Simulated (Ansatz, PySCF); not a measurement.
Reaction (SMILES): CB(S)S [methyl-bis(sulfanyl)borane] -> CB([S])S + H atom (the H-S bond at the site shown breaks; other sites are not compared here)
Structures are relaxed separately at B3LYP-D3(BJ)/def2-TZVP in Ansatz (a quantum-chemistry and plane-wave program), one conformer each, not searched for the lowest. Frequencies are from Ansatz or PySCF.

Quantity: bond dissociation energy (enthalpy at 298 K, with B3LYP-D3(BJ) rigid-rotor harmonic-oscillator terms), in kcal/mol. Correlated levels leave the core frozen unless marked. Open shells are spin-unrestricted. No spin-orbit coupling. No relativistic terms. Basis-set limits of correlation are two-point, X^-3; Hartree-Fock from the larger set.

CCSD(T)/CBS(aug-cc-pV(T+d)Z,aug-cc-pV(Q+d)Z) (Ansatz) gives 88.1 kcal/mol.

Another calculation gave 84.7 kcal/mol. Which level was it?
A) wB97M-V/def2-TZVPD (Ansatz)
B) PBE-QIDH/def2-TZVPD (Ansatz)
C) revPBE/def2-TZVPD (Ansatz)
D) SVWN5/def2-TZVPD (Ansatz)

B, PBE-QIDH/def2-TZVPD (Ansatz). The others give 87.4 (wB97M-V), 81.6 (revPBE), 95.4 (SVWN5) kcal/mol.
